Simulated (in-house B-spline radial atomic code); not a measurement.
Inner levels of iridium as electrons are removed. A shift is the extra binding of the orbital against the neutral atom ([Xe] 4f14 5d7 6s2). The density at the nucleus is averaged over the nuclear charge. Computed with a radial B-spline atomic code at the basis-set limit: Dirac-Hartree-Fock, average of the configuration, finite nuclei.

| ion | configuration | shift of 4d5/2 (eV) | shift of 4s1/2 (eV) | shift of 3p1/2 (eV) | radius of 4d5/2 (bohr) | radius of 4s1/2 (bohr) | radius of 3p1/2 (bohr) | Σ<r²> (bohr²) | change of density at nucleus (bohr⁻³) |
| --- | --- | --- | --- | --- | --- | --- | --- | --- | --- |
| Ir14+ | [Kr] 4d10 4f14 5s2 5p1 | 268.9 | 269.59 | 273.86 | 0.47873 | 0.42267 | 0.17994 | 12.352 | 421.02 |
| Ir15+ | [Kr] 4d10 4f14 5s2 | 296.1 | 296.86 | 301.96 | 0.4779 | 0.42254 | 0.17993 | 11.152 | 495.61 |
| Ir16+ | [Kr] 4d10 4f13 5s2 | 334.98 | 337.76 | 346.12 | 0.47438 | 0.42126 | 0.17992 | 10.561 | 696.56 |
| Ir17+ | [Kr] 4d10 4f12 5s2 | 375.02 | 379.9 | 392.02 | 0.47079 | 0.41989 | 0.1799 | 10.013 | 908.49 |
| Ir18+ | [Kr] 4d10 4f12 5s1 | 405.68 | 410.14 | 424.14 | 0.46963 | 0.4202 | 0.17988 | 9.0884 | -505.94 |
| Ir19+ | [Kr] 4d10 4f12 | ? | ? | ? | ? | ? | ? | ? | ? |
| Ir20+ | [Kr] 4d10 4f11 | ? | ? | ? | ? | ? | ? | ? | ? |
| Ir21+ | [Kr] 4d10 4f10 | 522.69 | 531.16 | 556.98 | 0.46104 | 0.41701 | 0.17981 | 7.34 | -1788.3 |

(1) Fill in the row of Ir19+.

(2) Fill in the row of Ir20+.

Answers

(1) shift of 4d5/2 (eV): 436.81; shift of 4s1/2 (eV): 440.86; shift of 3p1/2 (eV): 456.85; radius of 4d5/2 (bohr): 0.46844; radius of 4s1/2 (bohr): 0.42008; radius of 3p1/2 (bohr): 0.17986; Σ<r²> (bohr²): 8.1965; change of density at nucleus (bohr⁻³): -1995.52.

(2) shift of 4d5/2 (eV): 479.23; shift of 4s1/2 (eV): 485.45; shift of 3p1/2 (eV): 506.1; radius of 4d5/2 (bohr): 0.46475; radius of 4s1/2 (bohr): 0.41858; radius of 3p1/2 (bohr): 0.17984; Σ<r²> (bohr²): 7.7541; change of density at nucleus (bohr⁻³): -1896.33.
